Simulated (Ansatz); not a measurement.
Two isomers of CH6BNSi: A = `BN1C[SiH2]1`, B = `B[SiH2]N=C`.

Isolated molecules relaxed with PBE0-D4/def2-TZVP in Ansatz; ΔE leaves out vibrations. CCSD(T)/CBS adds triple-zeta CCSD(T) − MP2 to the extrapolated MP2 energy (def2 sets, frozen cores). Functionals use def2-TZVPP. B3LYP here is the variant with VWN-RPA as its local correlation; programs differ in this. Each species was taken in one conformer, which may not be the lowest.

(1) Which is lower in electronic energy at CCSD(T)/CBS, and by how much? (Estimate.)

(2) Give E(B) − E(A) in kJ/mol with B2PLYP, CCSD/def2-TZVPP, CCSD(T)/def2-TZVPP, PBE0-D4, B3LYP, ωB97M-V, CCSD(T)/def2-SVP. (Best estimate.)

(3) Does the order hold for the free energy at 298.15 K (harmonic terms from PBE0-D4)? (Estimate.)

Largest T1 diagnostic: 0.014.

## Answers

(1) Ansatz gave: A, by 115.3 kJ/mol.

(2) Ansatz gave: B2PLYP 115.2, CCSD/def2-TZVPP 109.1, CCSD(T)/def2-TZVPP 111.8, PBE0-D4 127.7, B3LYP 110.7, ωB97M-V 124.4, CCSD(T)/def2-SVP 113.9. None reverses the order clearly.

(3) The calculation gave: Yes: G(B) − G(A) = +101.1 kJ/mol, for one conformer each.

In def2-TZVPP, CCSD(T) changes the Hartree–Fock value by +29.7 kJ/mol (the triples alone add +2.7 kJ/mol) and MP2 by +47.3 kJ/mol. From r2SCAN to r2SCAN0 (25 % exact exchange), in def2-TZVPP and without D4, E(B) − E(A) moves by +3.0 kJ/mol.
